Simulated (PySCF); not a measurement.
C3F6O. Atoms are numbered in the order given.

```xyz
10

O      0.0000     0.0000     1.9287
C      0.0000     0.0000     0.7247
C      1.3241    -0.0037    -0.0979
F      2.3426    -0.3983     0.6698
F      1.5692     1.2439    -0.5459
F      1.2232    -0.8304    -1.1574
C     -1.3241     0.0037    -0.0979
F     -1.5692    -1.2439    -0.5459
F     -2.3426     0.3983     0.6698
F     -1.2232     0.8304    -1.1574
```

The structure is a stationary point at PBE-D3(BJ)/def2-SVP.

The numbers are results of r2SCAN/def2-SVP in PySCF, not measurements.

The molecule is in vacuum.

Computed frontier levels, gap, dipole moment and polarisability:
- highest occupied level = -7.90 eV
- lowest empty level = -3.89 eV
- orbital gap = 4.01 eV
- dipole moment = 0.45 D
- quadrupole, principal values (traceless, Buckingham form, about the centre of nuclear charge) = -3.47, 0.31, 3.16 D·Å
- mean static polarisability = 33.9 bohr³ (5.03 Å³)
- polarisability, principal values = 29.1, 35.1, 37.7 bohr³
